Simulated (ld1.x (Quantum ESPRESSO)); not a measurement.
Pseudopotential generation for Ru (Z = 44): PAW, BP86, scalar-relativistic.

ld1.x (Quantum ESPRESSO) 7.5 input, shortened:

```
&input
   title='Ru', zed=44., rel=1, dft='BP', iswitch=3,
   config='[Kr] 4d6 5s2 5p0'
 /
 &inputp
   pseudotype=3, lpaw=.true., tm=.true., lloc=-2, rcloc=2.70,
   nlcc=.false.,
   which_augfun='BG', rmatch_augfun=1.70
 /
6
5S  1  0   2.00   0.00  2.35  3.05  0.0
5S  1  0   0.00   0.30  2.35  3.05  0.0
5P  2  1   0.00   0.00  2.85  3.20  0.0
5P  2  1   0.00   0.65  2.85  3.20  0.0
4D  3  2   6.00   0.00  1.60  1.90  0.0
4D  3  2   0.00   0.45  1.60  1.90  0.0
 &test
   configts(1)='4d6 5s2 5p0'
 /
```

All-electron outer shells of the reference configuration (BP86, scalar-relativistic, ld1.x):

```csv
shell,level (eV),outermost node (bohr),outermost maximum (bohr)
4s,-79.84,0.48,0.91
4p,-49.71,0.49,0.98
4d,-7.79,0.48,1.20
5s,-5.36,1.23,2.63
5p,-1.46,1.39,3.55
```

Q: Does the generator finish with these settings?

A: Yes, a potential is produced.

Q: Estimate the cutoffs (Ry, on a coarse ladder) from which the occupation-weighted sum of valence levels, in a spherical-Bessel basis at the reference potential, stays within 10 and 1 mRy of its value at 400 Ry.

A: 30 Ry and 50 Ry.

Q: Does the potential have ghost states?

A: No extra level below or beside the all-electron valence levels (s, p, d, f tested).

Q: Is the overlap operator S = 1 + Σ q|β⟩⟨β| positive definite (Bessel basis up to 400 Ry)?

A: Yes: its lowest eigenvalue is 0.38 (s channel).

Q: Which valence shell sets the plane-wave cutoff?

A: 4d: its level needs 30 Ry to come within 1 mRy, against 6 Ry for 5s.

Q: Tests: 4d7 5s1 5p0; 4d7 5s0 5p0; 4d6 5s0 5p0; 4d7 5s0 5p1; 4d7 5s0.5 5p0; 4d7.5 5s0.5 5p0; 4d4 5s0 5p0. Which has the largest error in its energy relative to the reference configuration, and how large is it?

A: 4d4 5s0 5p0, with -913 meV (all-electron minus pseudo) on +99.42 eV.
